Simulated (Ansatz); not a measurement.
# One molecule, several partners

NH₃ beside different partners, each pair relaxed from a docking trial to one local arrangement, named by its closest contact against the van der Waals radii; a more strongly bound one may exist. Pairs that react, share a proton or have a doubtful reference are left out. Counterpoise interaction energies from the frozen fragments; negative means bound. Gas-phase electronic energies, without zero-point energy, by CCSD(T) at an estimated basis limit (MP2 extrapolated from triple and quadruple zeta, plus CCSD(T) − MP2 in triple zeta); Ansatz 0.2.0, def2-TZVPPD and QZVPPD, frozen cores, core potentials past krypton, on PBE0-D4/def2-TZVP (TZVPD for anions) structures. Extrapolation: Hartree–Fock as exp(−7.88 √X), correlation as X^−2.97.

```json
{"partner": "CH₄", "closest contact, atom of NH₃ first (Å)": "N···H 2.61", "Hartree–Fock limit (kJ/mol)": "1.6", "interaction energy (kJ/mol)": "-2.8"}
{"partner": "CO", "closest contact, atom of NH₃ first (Å)": "N···C 3.12", "Hartree–Fock limit (kJ/mol)": "0.3", "interaction energy (kJ/mol)": "-3.4"}
{"partner": "Br⁻", "closest contact, atom of NH₃ first (Å)": "H···Br 2.55", "Hartree–Fock limit (kJ/mol)": "-21.2", "interaction energy (kJ/mol)": "-32.5"}
{"partner": "H₂Te", "closest contact, atom of NH₃ first (Å)": "N···Te 3.10", "Hartree–Fock limit (kJ/mol)": "-3.4", "interaction energy (kJ/mol)": "?"}
{"partner": "H₂O", "closest contact, atom of NH₃ first (Å)": "N···H 1.94", "Hartree–Fock limit (kJ/mol)": "-18.5", "interaction energy (kJ/mol)": "-27.2"}
{"partner": "HCl", "closest contact, atom of NH₃ first (Å)": "N···H 1.66", "Hartree–Fock limit (kJ/mol)": "-24.5", "interaction energy (kJ/mol)": "-40.6"}
```

**Question.** What is the interaction energy with H₂Te? (Judge from chemistry; the value comes from the calculation.)

**Answer.** The calculation gives: -13.7 kJ/mol. It counts from the two fragments frozen as in the pair.

No T1 diagnostic of these runs exceeds 0.019. The filled d shells of Br, Te are correlated in sets not built for that, so values that involve them are less sure.

For scale, one of the runs: CCSD(T)/def2-TZVPPD, 193 basis functions (an equivalent command: `ansatz run in.yaml --threads 2`). The run took 28 s on 2 CPU threads (shared host), with 2.2 GiB of host memory at its peak.
